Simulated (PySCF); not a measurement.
# Spinor energies of Cs (caesium, neutral)

Start: [Xe] 6s1; 6s1/2 filled at m_j = +1/2. Calculated with PySCF 2.14 in x2c-QZVPPall-2c: generalised Hartree-Fock with the X2C-1e Hamiltonian and a Gaussian nucleus; one run each with spin-orbit coupling (SO) switched off, then screened by Boettger's factors.

```json
{"spinor shell": "1s1/2", "electrons": "2", "ε, spin-free (eV)": "-36159.8", "ε, screened SO (eV)": "-36155.8", "weight of nominal j (screened SO)": "1.000", "rms radius, screened SO (bohr)": "0.0298"}
{"spinor shell": "2s1/2", "electrons": "2", "ε, spin-free (eV)": "-5776.5", "ε, screened SO (eV)": "-5775.2", "weight of nominal j (screened SO)": "1.000", "rms radius, screened SO (bohr)": "0.121"}
{"spinor shell": "2p1/2", "electrons": "2", "ε, spin-free (eV)": "-5174.7", "ε, screened SO (eV)": "-5420.5", "weight of nominal j (screened SO)": "1.000", "rms radius, screened SO (bohr)": "0.105"}
{"spinor shell": "2p3/2", "electrons": "4", "ε, spin-free (eV)": "-5174.7", "ε, screened SO (eV)": "-5065.0", "weight of nominal j (screened SO)": "1.000", "rms radius, screened SO (bohr)": "0.110"}
{"spinor shell": "3s1/2", "electrons": "2", "ε, spin-free (eV)": "-1245.6", "ε, screened SO (eV)": "-1245.2", "weight of nominal j (screened SO)": "1.000", "rms radius, screened SO (bohr)": "0.318"}
{"spinor shell": "3p1/2", "electrons": "2", "ε, spin-free (eV)": "-1047.3", "ε, screened SO (eV)": "-1095.6", "weight of nominal j (screened SO)": "1.000", "rms radius, screened SO (bohr)": "0.310"}
{"spinor shell": "3d3/2", "electrons": "4", "ε, spin-free (eV)": "-756.77", "ε, screened SO (eV)": "-765.36", "weight of nominal j (screened SO)": "1.000", "rms radius, screened SO (bohr)": "0.294"}
{"spinor shell": "3d5/2", "electrons": "6", "ε, spin-free (eV)": "-756.77", "ε, screened SO (eV)": "-750.66", "weight of nominal j (screened SO)": "1.000", "rms radius, screened SO (bohr)": "0.298"}
{"spinor shell": "4s1/2", "electrons": "2", "ε, spin-free (eV)": "-253.84", "ε, screened SO (eV)": "-253.73", "weight of nominal j (screened SO)": "1.000", "rms radius, screened SO (bohr)": "0.738"}
{"spinor shell": "4p1/2", "electrons": "2", "ε, spin-free (eV)": "-187.74", "ε, screened SO (eV)": "-197.66", "weight of nominal j (screened SO)": "1.000", "rms radius, screened SO (bohr)": "0.769"}
{"spinor shell": "4p3/2", "electrons": "4", "ε, spin-free (eV)": "-187.74", "ε, screened SO (eV)": "-183.22", "weight of nominal j (screened SO)": "1.000", "rms radius, screened SO (bohr)": "0.796"}
{"spinor shell": "4d3/2", "electrons": "4", "ε, spin-free (eV)": "-88.471", "ε, screened SO (eV)": "-89.889", "weight of nominal j (screened SO)": "1.000", "rms radius, screened SO (bohr)": "0.895"}
{"spinor shell": "4d5/2", "electrons": "6", "ε, spin-free (eV)": "-88.471", "ε, screened SO (eV)": "-87.423", "weight of nominal j (screened SO)": "1.000", "rms radius, screened SO (bohr)": "0.906"}
{"spinor shell": "5s1/2", "electrons": "2", "ε, spin-free (eV)": "-35.604", "ε, screened SO (eV)": "-35.584", "weight of nominal j (screened SO)": "1.000", "rms radius, screened SO (bohr)": "1.88"}
{"spinor shell": "5p1/2", "electrons": "2", "ε, spin-free (eV)": "-18.489", "ε, screened SO (eV)": "-19.765", "weight of nominal j (screened SO)": "1.000", "rms radius, screened SO (bohr)": "2.16"}
{"spinor shell": "5p3/2", "electrons": "4", "ε, spin-free (eV)": "-18.489", "ε, screened SO (eV)": "-17.910", "weight of nominal j (screened SO)": "1.000", "rms radius, screened SO (bohr)": "2.26"}
{"spinor shell": "6s1/2", "electrons": "1", "ε, spin-free (eV)": "-3.496", "ε, screened SO (eV)": "-3.497", "weight of nominal j (screened SO)": "1.000", "rms radius, screened SO (bohr)": "6.39"}
```

Question: Where does 3p3/2 lie, and what is the 3p spin-orbit splitting (screened SO)?

Answer: At -1025.5 eV, 70.104 eV above 3p1/2.

```tsv
quantity	spin-free	screened SO
E (hartree)	-7781.86802	-7784.60775
M_J	1/2	1/2
⟨J²⟩	0.751	0.751
⟨L²⟩	0.000	0.036
⟨S²⟩	0.751	0.786
```

Breit and QED terms are absent; they matter most for the inner s and p1/2 levels.

Densities and radii are taken from the X2C orbitals without a picture-change correction, which distorts them close to the nucleus.

Without spin-orbit coupling the j labels of p, d and f shells carry no meaning; the spin-free column gives the mean over the occupied spinors of each nl shell.
